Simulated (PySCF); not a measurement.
Species: C7H8F2O.
Structure used (PBE0-D3(BJ)/def2-SVP), in Å, numbered top down from 1:
```
atom  x, y, z in Å
C1    -2.7146    0.2781   -0.8606
C2    -1.3961    0.1552   -0.7042
C3    -0.7415   -0.5801    0.4163
C4     0.3135   -1.6348   -0.0138
C5     1.4455   -0.7463    0.5459
F6     2.2484   -1.3645    1.4588
C7     2.2880   -0.1143   -0.5372
O8     1.8968    0.6432   -1.3602
F9     3.5493   -0.5245   -0.5115
C10    0.3884    0.1960    1.1460
H11   -3.4173   -0.1693   -0.1498
H12   -3.1407    0.8287   -1.7031
H13   -0.7139    0.6151   -1.4305
H14   -1.5077   -0.9825    1.0948
H15    0.2641   -2.5661    0.5665
H16    0.3591   -1.8747   -1.0852
H17    0.3655    0.0797    2.2377
H18    0.4916    1.2588    0.8885
```

The calculation used TDDFT PBE0/def2-SVPD, vertical, gas phase, core orbitals frozen in the response in PySCF 2.14.0, density-fitted response routines.

Transition dipole moments from the ground state, in atomic units and in the frame of the coordinates above (overall signs are arbitrary), for the states with f of 0.002 or more among the lowest 8:

```
state  E (eV)      μx      μy      μz
   S1   5.769   0.216  -0.047   0.081
   S3   7.102   0.069   0.095   0.092
   S4   7.211  -0.675  -0.040   0.162
   S5   7.237   0.590   0.105  -0.064
   S6   7.323  -0.730   0.592   0.012
   S7   7.362   1.221  -0.044   0.562
   S8   7.676  -0.093   0.065   0.011
```

Question: What oscillator strength does each state have?

Answer: f = (2/3) ΔE |μ|² with ΔE in hartree (27.2114 eV).

| state | \|μ\|² (au) | \|μ\| (D) | f |
| --- | --- | --- | --- |
| S1 | 0.056 | 0.60 | 0.008 |
| S3 | 0.022 | 0.38 | 0.004 |
| S4 | 0.484 | 1.77 | 0.085 |
| S5 | 0.364 | 1.53 | 0.064 |
| S6 | 0.883 | 2.39 | 0.158 |
| S7 | 1.808 | 3.42 | 0.326 |
| S8 | 0.013 | 0.29 | 0.002 |

Question: Which bond between heavy atoms lies closest to the direction of the S7 transition dipole?

Answer: C1–C2, at 18° from it; next C7–F9 at 28°.

Question: What angle do the transition dipoles of S6 and S7 make?

Answer: |cos θ| = |μa·μb| / (|μa| |μb|) = 0.72, so θ ≈ 44° (taken between 0 and 90°, since the signs are arbitrary).

Question: What peak molar absorption coefficient would the strongest computed level give as a lone Gaussian band 0.4 eV wide at half height?

Answer: ε(max) = 2.175×10⁸ f / FWHM, with the width in cm⁻¹. S7: 2.175×10⁸ × 0.3261 / 3226 ≈ 22000 L mol⁻¹ cm⁻¹.

The vertical ionisation energy (ΔSCF) is 9.70 eV, 2.03 eV above S8.

One conformer stands for the species.
